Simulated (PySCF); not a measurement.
C₃H₆O₃, charge -1, doublet, geometry from GFN2-xTB (a state made from the parent by changing its charge; the spin is typed, not shown lowest) (in this run its highest filled SCF level lies above zero, so its values depend strongly on the basis, on diffuse functions most of all); SVWN5/3-21G (PySCF).

The PySCF input:
```python
from pyscf import gto, scf, dft

mol = gto.Mole()
mol.atom = '''
    C     1.869089   -0.275998   -0.687613
    O     1.077988   -0.603167    0.412375
    C    -0.011835    0.346509    0.702985
    O     0.060242    1.516433    0.211983
    O    -1.245307   -0.381493    0.621354
    C    -1.787890   -0.452973   -0.676342
    H     1.717210    0.783731   -0.934251
    H     2.926784   -0.442492   -0.441911
    H     1.612926   -0.888495   -1.570688
    H    -2.836924   -0.759045   -0.594277
    H    -1.248786   -1.183916   -1.299192
    H    -1.730785    0.530799   -1.159555
'''
mol.basis = '3-21g'
mol.charge = -1
mol.spin = 1
mol.verbose = 4
mol.build()

mf = dft.UKS(mol)
mf.xc = 'lda,vwn'
mf.DIIS = scf.ADIIS
mf.kernel()
mf.analyze()
```

The log (banner, timings and long lists left out):

```
PySCF version 2.14.0

[INPUT] verbose = 4
[INPUT] num. atoms = 12
[INPUT] num. electrons = 49
[INPUT] charge = -1
[INPUT] spin (= nelec alpha-beta = 2S) = 1
[INPUT] symmetry False subgroup None
[INPUT] Mole.unit = angstrom
[INPUT] Symbol           X                Y                Z      unit          X                Y                Z       unit  Magmom
[INPUT]  1 C      1.869089000000  -0.275998000000  -0.687613000000 AA    3.532066312437  -0.521560630928  -1.299400249691 Bohr   0.0
[INPUT]  2 O      1.077988000000  -0.603167000000   0.412375000000 AA    2.037102085568  -1.139820437376   0.779275810618 Bohr   0.0
[INPUT]  3 C     -0.011835000000   0.346509000000   0.702985000000 AA   -0.022364908684   0.654807109697   1.328449119677 Bohr   0.0
[INPUT]  4 O      0.060242000000   1.516433000000   0.211983000000 AA    0.113840881196   2.865643056253   0.400589813064 Bohr   0.0
[INPUT]  5 O     -1.245307000000  -0.381493000000   0.621354000000 AA   -2.353289171004  -0.720917288439   1.174188886403 Bohr   0.0
[INPUT]  6 C     -1.787890000000  -0.452973000000  -0.676342000000 AA   -3.378622440849  -0.855994911823  -1.278101146541 Bohr   0.0
[INPUT]  7 H      1.717210000000   0.783731000000  -0.934251000000 AA    3.245056598364   1.481036945332  -1.765478521601 Bohr   0.0
[INPUT]  8 H      2.926784000000  -0.442492000000  -0.441911000000 AA    5.530820185759  -0.836188692311  -0.835090761433 Bohr   0.0
[INPUT]  9 H      1.612926000000  -0.888495000000  -1.570688000000 AA    3.047988399190  -1.679012213045  -2.968170147141 Bohr   0.0
[INPUT] 10 H     -2.836924000000  -0.759045000000  -0.594277000000 AA   -5.361009396206  -1.434387166220  -1.123020772128 Bohr   0.0
[INPUT] 11 H     -1.248786000000  -1.183916000000  -1.299192000000 AA   -2.359863528191  -2.237276994491  -2.455117063226 Bohr   0.0
[INPUT] 12 H     -1.730785000000   0.530799000000  -1.159555000000 AA   -3.270709630505   1.003064737193  -2.191241376370 Bohr   0.0

nuclear repulsion = 249.456317631561
number of shells = 42
number of NR pGTOs = 108
number of NR cGTOs = 66
basis = 3-21g
ecp = {}

******** <class 'pyscf.dft.uks.UKS'> ********
method = UKS
initial guess = minao
damping factor = 0
level_shift factor = 0
DIIS = <class 'pyscf.scf.diis.ADIIS'>
diis_start_cycle = 1
diis_space = 8
diis_damp = 0
SCF conv_tol = 1e-09
SCF conv_tol_grad = None
SCF max_cycles = 50
direct_scf = True
direct_scf_tol = 1e-13
number electrons alpha = 25  beta = 24
XC library pyscf.dft.libxc version 7.1.2
    S. Lehtola, C. Steigemann, M. J. T. Oliveira, and M. A. L. Marques,  SoftwareX 7, 1–5 (2018)
XC functionals = lda,vwn
    P. A. M. Dirac,  Math. Proc. Cambridge Philos. Soc. 26, 376 (1930)
    F. Bloch,  Z. Phys. 57, 545 (1929)
    S. H. Vosko, L. Wilk, and M. Nusair,  Can. J. Phys. 58, 1200 (1980)
radial grids:
    Treutler-Ahlrichs [JCP 102, 346 (1995); DOI:10.1063/1.469408] (M4) radial grids

becke partition: Becke, JCP 88, 2547 (1988); DOI:10.1063/1.454033
pruning grids: <function nwchem_prune>
grids dens level: 3
symmetrized grids: False
atomic radii adjust function: <function treutler_atomic_radii_adjust>
small_rho_cutoff = 0
Set gradient conv threshold to 3.16228e-05
tot grids = 143448
init E= -339.351229963651

cycle= 1 E= -338.703993073936  delta_E= 0.647  |g|= 0.791  |ddm|=  2.5
cycle= 2 E= -337.253993789931  delta_E= 1.45  |g|= 1.86  |ddm|= 7.06
cycle= 3 E= -338.818778051636  delta_E= -1.56  |g|= 0.605  |ddm|= 6.64
cycle= 4 E= -338.903182380801  delta_E= -0.0844  |g|= 0.349  |ddm|= 0.884
cycle= 5 E= -338.826400300092  delta_E= 0.0768  |g|= 0.575  |ddm|=    1
cycle= 6 E= -338.943537978967  delta_E= -0.117  |g|= 0.154  |ddm|= 0.506
cycle= 7 E= -338.943738457207  delta_E= -0.0002  |g|= 0.155  |ddm|= 0.271
cycle= 8 E= -338.944274390546  delta_E= -0.000536  |g|= 0.15  |ddm|= 0.226
cycle= 9 E= -338.952802955545  delta_E= -0.00853  |g|= 0.0276  |ddm|= 0.189
cycle= 10 E= -338.951551810532  delta_E= 0.00125  |g|= 0.0632  |ddm|= 0.0912
cycle= 11 E= -338.952976213696  delta_E= -0.00142  |g|= 0.0177  |ddm|= 0.0457
cycle= 12 E= -338.953087341449  delta_E= -0.000111  |g|= 0.00507  |ddm|= 0.0232
cycle= 13 E= -338.953081040141  delta_E= 6.3e-06  |g|= 0.00646  |ddm|= 0.0121
cycle= 14 E= -338.953097078252  delta_E= -1.6e-05  |g|= 0.000883  |ddm|= 0.00616
cycle= 15 E= -338.95309543757  delta_E= 1.64e-06  |g|= 0.00226  |ddm|= 0.00314
cycle= 16 E= -338.953097198726  delta_E= -1.76e-06  |g|= 0.000678  |ddm|= 0.00161
cycle= 17 E= -338.953097366064  delta_E= -1.67e-07  |g|= 0.000101  |ddm|= 0.000769
cycle= 18 E= -338.95309734633  delta_E= 1.97e-08  |g|= 0.000251  |ddm|= 0.000345
cycle= 19 E= -338.953097367674  delta_E= -2.13e-08  |g|= 7.68e-05  |ddm|= 0.00018
cycle= 20 E= -338.953097367913  delta_E= -2.38e-10  |g|= 7.11e-05  |ddm|= 2.62e-05
cycle= 21 E= -338.953097369381  delta_E= -1.47e-09  |g|= 3.41e-05  |ddm|= 3.94e-05
cycle= 22 E= -338.953097369772  delta_E= -3.91e-10  |g|= 9.71e-06  |ddm|= 2.48e-05
Extra cycle  E= -338.953097369649  delta_E= 1.22e-10  |g|= 2.06e-05  |ddm|= 2.82e-05
converged SCF energy = -338.953097369649  <S^2> = 0.75085767  2S+1 = 2.0008575
**** SCF Summaries ****
Total Energy =                        -338.953097369649413
Nuclear Repulsion Energy =             249.456317631560978
One-electron Energy =                 -972.539363960657738
Two-electron Energy =                  384.129948959447290
Two-electron Coulomb Energy =          425.833585085853485
DFT Exchange-Correlation Energy =      -41.703636126406217
**** MO energy ****
                             alpha | beta                alpha | beta
MO #1   energy= -18.2838183551535  | -18.2818798469811  occ= 1 | 1
MO #2   energy= -18.2786368442522  | -18.2765271841188  occ= 1 | 1
MO #3   energy= -18.2147461065797  | -18.2086136937271  occ= 1 | 1
MO #4   energy= -9.57378433677511  | -9.56446107006052  occ= 1 | 1
MO #5   energy= -9.56587575522097  | -9.56296974124825  occ= 1 | 1
MO #6   energy= -9.55748072724452  | -9.55667431479272  occ= 1 | 1
MO #7   energy= -0.75652349762369  | -0.750182047514273 occ= 1 | 1
MO #8   energy= -0.698919251668501 | -0.695215321823343 occ= 1 | 1
MO #9   energy= -0.643668989281695 | -0.63313716866409  occ= 1 | 1
MO #10  energy= -0.441824807430206 | -0.435979784638453 occ= 1 | 1
MO #11  energy= -0.408383026526003 | -0.405338875123845 occ= 1 | 1
MO #12  energy= -0.293846092864053 | -0.28694000938395  occ= 1 | 1
MO #13  energy= -0.246534188373943 | -0.241341457355281 occ= 1 | 1
MO #14  energy= -0.218207778128862 | -0.212941146786003 occ= 1 | 1
MO #15  energy= -0.206078020880799 | -0.2037180012411   occ= 1 | 1
MO #16  energy= -0.197318039273648 | -0.195769343346963 occ= 1 | 1
MO #17  energy= -0.181751975801918 | -0.178980876076937 occ= 1 | 1
MO #18  energy= -0.134228608491482 | -0.125267722037554 occ= 1 | 1
MO #19  energy= -0.100506766604294 | -0.0865170542518459 occ= 1 | 1
MO #20  energy= -0.0576829629127804 | -0.0530878424398331 occ= 1 | 1
MO #21  energy= -0.0240190289956312 | -0.0136119716378702 occ= 1 | 1
MO #22  energy= -0.00125846004102126 | 0.00605042416061652 occ= 1 | 1
MO #23  energy= 0.0132493313970929 | 0.0192356042173132 occ= 1 | 1
MO #24  energy= 0.0337577054110181 | 0.0396448210501674 occ= 1 | 1
MO #25  energy= 0.153242606918343  | 0.195775408302559  occ= 1 | 0
MO #26  energy= 0.257274008257168  | 0.258743616850441  occ= 0 | 0
MO #27  energy= 0.29754708941549   | 0.29898954516588   occ= 0 | 0
MO #28  energy= 0.308691227464117  | 0.309936801924378  occ= 0 | 0
MO #29  energy= 0.325500661371092  | 0.32760641574068   occ= 0 | 0
MO #30  energy= 0.336515711955358  | 0.33862131061858   occ= 0 | 0
MO #31  energy= 0.338839631632894  | 0.346670475039307  occ= 0 | 0
MO #32  energy= 0.343920118452238  | 0.349916603437217  occ= 0 | 0
MO #33  energy= 0.365229151160475  | 0.367035738868212  occ= 0 | 0

To work with the spin densities directly, `use mulliken_meta_spin()` only printing them here.

 ** Mulliken spin pop alpha/beta on meta-lowdin orthogonal AOs **
 ** Mulliken Spin Density (per AO)  **
spin_pop of  0 C 1s       -0.00000
spin_pop of  0 C 2s        0.00285
spin_pop of  0 C 3s        0.00002
spin_pop of  0 C 2px       0.01210
spin_pop of  0 C 2py       0.01111
spin_pop of  0 C 2pz       0.01508
spin_pop of  0 C 3px       0.00135
spin_pop of  0 C 3py       0.00110
spin_pop of  0 C 3pz      -0.00002
spin_pop of  1 O 1s       -0.00000
spin_pop of  1 O 2s        0.02458
spin_pop of  1 O 3s        0.00063
spin_pop of  1 O 2px      -0.00343
spin_pop of  1 O 2py       0.01282
spin_pop of  1 O 2pz       0.01173
spin_pop of  1 O 3px       0.00006
spin_pop of  1 O 3py       0.00005
spin_pop of  1 O 3pz       0.00005
spin_pop of  2 C 1s       -0.00000
spin_pop of  2 C 2s        0.15102
spin_pop of  2 C 3s        0.00361
spin_pop of  2 C 2px       0.01069
spin_pop of  2 C 2py       0.00681
spin_pop of  2 C 2pz       0.38916
spin_pop of  2 C 3px       0.00015
spin_pop of  2 C 3py       0.00014
spin_pop of  2 C 3pz       0.00075
spin_pop of  3 O 1s       -0.00000
spin_pop of  3 O 2s        0.00255
spin_pop of  3 O 3s        0.00010
spin_pop of  3 O 2px       0.00266
spin_pop of  3 O 2py       0.00830
spin_pop of  3 O 2pz       0.21592
spin_pop of  3 O 3px      -0.00001
spin_pop of  3 O 3py       0.00016
spin_pop of  3 O 3pz       0.00089
spin_pop of  4 O 1s       -0.00000
spin_pop of  4 O 2s        0.03616
spin_pop of  4 O 3s        0.00108
spin_pop of  4 O 2px      -0.00283
spin_pop of  4 O 2py      -0.00027
spin_pop of  4 O 2pz      -0.00191
spin_pop of  4 O 3px       0.00001
spin_pop of  4 O 3py       0.00001
spin_pop of  4 O 3pz       0.00024
spin_pop of  5 C 1s       -0.00000
spin_pop of  5 C 2s        0.00695
spin_pop of  5 C 3s        0.00005
spin_pop of  5 C 2px       0.00967
spin_pop of  5 C 2py       0.00308
spin_pop of  5 C 2pz       0.05045
spin_pop of  5 C 3px       0.00055
spin_pop of  5 C 3py       0.00002
spin_pop of  5 C 3pz       0.00174
spin_pop of  6 H 1s        0.00699
spin_pop of  6 H 2s        0.00144
spin_pop of  7 H 1s       -0.00189
spin_pop of  7 H 2s        0.00000
spin_pop of  8 H 1s        0.00488
spin_pop of  8 H 2s        0.00057
spin_pop of  9 H 1s       -0.00101
spin_pop of  9 H 2s        0.00018
spin_pop of  10 H 1s       -0.00260
spin_pop of  10 H 2s        0.00004
spin_pop of  11 H 1s        0.00219
spin_pop of  11 H 2s        0.00125
 ** Mulliken Spin Density (per atom)  **
spin density of  0 C =      0.04358
spin density of  1 O =      0.04649
spin density of  2 C =      0.56234
spin density of  3 O =      0.23057
spin density of  4 O =      0.03249
spin density of  5 C =      0.07250
spin density of  6 H =      0.00843
spin density of  7 H =     -0.00188
spin density of  8 H =      0.00545
spin density of  9 H =     -0.00084
spin density of  10 H =     -0.00256
spin density of  11 H =      0.00344
 ** Mulliken pop alpha/beta on meta-lowdin orthogonal AOs **
 ** Mulliken pop       alpha | beta **
In total            25.00000 | 24.00000
 ** Mulliken atomic charges   ( Nelec_alpha | Nelec_beta ) **
charge of  0C =     -0.16881  (     3.10620      3.06261 )
charge of  1O =     -0.38570  (     4.21610      4.16961 )
charge of  2C =      0.18869  (     3.18682      2.62449 )
charge of  3O =     -0.51479  (     4.37268      4.14211 )
charge of  4O =     -0.37664  (     4.20456      4.17207 )
charge of  5C =     -0.16917  (     3.12084      3.04833 )
charge of  6H =      0.08705  (     0.46069      0.45226 )
charge of  7H =      0.06520  (     0.46646      0.46834 )
charge of  8H =      0.05294  (     0.47625      0.47081 )
charge of  9H =      0.07775  (     0.46071      0.46155 )
charge of  10H =      0.06531  (     0.46607      0.46862 )
charge of  11H =      0.07817  (     0.46263      0.45920 )

WARN: System has nonzero charge -1; the dipole moment is origin-dependent.
Location of origin: [0. 0. 0.]

Dipole moment(X, Y, Z, Debye): -0.18973, -1.54667, -2.77565
```
